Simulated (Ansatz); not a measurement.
C3H8As, SMILES [CH2][As](C)C, multiplicity 2.

Geometry: PBE0-D3(BJ)/def2-SVP. The isomer is the one that the SMILES or the coordinates give; other isomers of the formula were not compared.

Two levels are set side by side: PBE/def2-TZVPD (Ansatz, a first-principles code) and CAM-B3LYP/def2-TZVPD (Ansatz). Energy differences of separate SCF runs at the same geometry; the states with an electron removed or added have multiplicity 1 and 1. Differences are taken from unrounded values.

```csv
quantity,PBE
vertical ionisation energy (eV),7.38
```

### Question
These are the PBE values. What does CAM-B3LYP give? (An estimate is asked for; the answer gives what the named calculation found.)

### Answer

```tsv
quantity	CAM-B3LYP	PBE minus CAM-B3LYP
vertical ionisation energy (eV)	7.72	-0.35
```
